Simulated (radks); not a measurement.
Q: The lithium ion Li+, [He]. Method: non-relativistic Kohn-Sham, PBE, spin-polarised, spherical densities, point nucleus; computed with a radial shooting solver on a logarithmic mesh with Libxc functionals. Every spin shell is full or empty, so the densities are truly spherical. Functionals are evaluated on that one density, not self-consistently. Rank these orbital-free kinetic functionals by their error against the exact value of the orbitals, and give that value: Thomas-Fermi, von Weizsacker, TF + vW, TF + vW/9, LC94, APBEK, revAPBEK, Perdew 92, Thakkar, Pearson, LKT, DePristo-Kress, Ernzerhof.

A: Exact: 7.21521 hartree. From best to worst, with 100 (|E| - |E exact|)/|E exact| (equal figures are ties): von Weizsacker 0.00, APBEK +0.68, LC94 +0.77, Thakkar +1.04, DePristo-Kress +1.07, TF + vW/9 +1.16, Perdew 92 +1.18, revAPBEK +1.56, Pearson -3.73, Ernzerhof +4.65, Thomas-Fermi -9.95, LKT +60.45, TF + vW +90.05.
